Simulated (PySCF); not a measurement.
F2Si, triplet, at a GFN2-xTB geometry (the spin is typed, not shown lowest) (in this run its highest filled SCF level lies above zero, so its values depend strongly on the basis, on diffuse functions most of all), with bond 2-1 at 1.3 times its length. Base run: BLYP/STO-3G (PySCF).

Geometry (Å):
```xyz
3

Si    -0.0327    -0.0154     0.5531
F      1.4473    -0.9135    -0.6682
F     -1.0549     0.7303    -0.4740
```
Charge 0, spin multiplicity 3.
Orbitals are unrestricted.
All else is at PySCF's defaults.
Base energy -482.67795 Eh.

Each row names what was changed in the base input (with any setting that the change needs).

```
change                                                                            ΔE vs base (µEh)  SCF cycles  <S^2>        outcome
--------------------------------------------------------------------------------  ----------------  ----------  -----  -------------
base                                                                                           0.0          14  2.003      converged
solver = newton                                                                                0.0           -  2.003      converged
init_guess = huckel                                                                            0.0          19  2.003      converged
init_guess = sap                                                                               0.0          16  2.003      converged
diis = off; damp = 0.3 (with mf.diis_start_cycle = 200; with mf.max_cycle = 150)                 -         150      -  not converged
conv_tol = 1e-11                                                                               0.0          15  2.003      converged
DIIS = EDIIS                                                                                     -          50      -  not converged
diis_space = 20                                                                                0.0          14  2.003      converged
diis = off; damp = 0.6 (with mf.diis_start_cycle = 200; with mf.max_cycle = 150)                 -         150      -  not converged
solver = newton; init_guess = 1e                                                               0.0           -  2.003      converged
conv_tol_grad = 1e-7                                                                           0.0          16  2.003      converged
init_guess = mod_huckel                                                                        0.0          23  2.003      converged
init_guess = atom                                                                              0.0          11  2.003      converged
```

Open shells are given as the SCF converged; they aren't shown to be the lowest states, and a large step between rows can be another state.
